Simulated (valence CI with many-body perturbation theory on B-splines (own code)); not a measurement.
# Which ion has this spectrum?

A relativistic CI+MBPT calculation for an atom or ion with 6 electrons gives these levels (eV):

```
J  Parity       E     g
0    even    0.00      
1    even  255.82  1.49
2    even  270.77  1.17
2     odd  426.44  1.59
1     odd  483.84  1.07
2    even  538.01  1.29
0    even  575.52      
2     odd  669.04  1.53
3     odd  701.77  1.32
0     odd  735.90      
1     odd  749.41  1.29
2     odd  759.58  1.08
1     odd  763.39  1.37
2    even  944.72  1.34
```

The energies are calculated, and their last digits are not significant.

**Question.** Which is it?
A. I47+
B. Sn44+
C. Sb45+
D. In43+

**Answer.** C. Sb45+, ground level (2s^2 2p1/2^2) J=0.
